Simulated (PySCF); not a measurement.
Be(Et)(OH) (C2H6BeO), SMILES C[CH2][Be][OH].

Coordinates come from a ωB97X-D3(BJ)/def2-SVP optimisation. The geometry has at least one imaginary mode, so it is a saddle point at that level. The values are those of a single conformer.

Computed with PySCF with PBE0/def2-TZVPD.

Symmetry labels are those of the subgroup Cs that the program uses (full group Cs).

Question: List the valence orbital energies around the gap with their symmetry. (Estimate from the structure and the level; the computed values follow.)

Answer: 
| orbital | symmetry | energy (eV) |
|---|---|---|
| HOMO−7 | A' | -14.75 |
| HOMO−6 | A" | -11.86 |
| HOMO−5 | A' | -11.41 |
| HOMO−4 | A' | -10.01 |
| HOMO−3 | A" | -9.46 |
| HOMO−2 | A' | -9.36 |
| HOMO−1 | A" | -9.15 |
| HOMO | A' | -7.69 |
| LUMO | A' | -0.19 |
| LUMO+1 | A' | 0.41 |
| LUMO+2 | A' | 0.62 |
| LUMO+3 | A" | 0.70 |
